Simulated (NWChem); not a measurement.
# HOZn (+1)

```xyz
3

Zn     0.1356    -0.3973     0.0000
O     -0.3444     1.3092     0.0000
H     -1.3122     1.4460     0.0000
```
Charge +1, spin multiplicity 1.

Everything below was run with NWChem. All single points use one geometry, from B3LYP/def2-SVP, a minimum by its harmonic frequencies.

Symmetry labels belong to the abelian group Cs used in the runs, with the axes of the coordinates shown; states degenerate in a higher group split over its labels.

B3LYP has NWChem's definition, with VWN1-RPA local correlation. The spin multiplicity of the parent species was assumed, not shown to be that of its ground state. The structure started from a generated list of species.

Q: List the lowest 3 singlet excitations that TD-B3LYP/def2-SVPD, VWN1-RPA local correlation gives, with oscillator strengths.

A: 
```
state  symmetry  energy (eV)  wavelength (nm)      f
-----  --------  -----------  ---------------  -----
1            a"         1.94              639  0.004
2            a'         3.92              316  0.097
3            a'         6.08              204  0.037
```
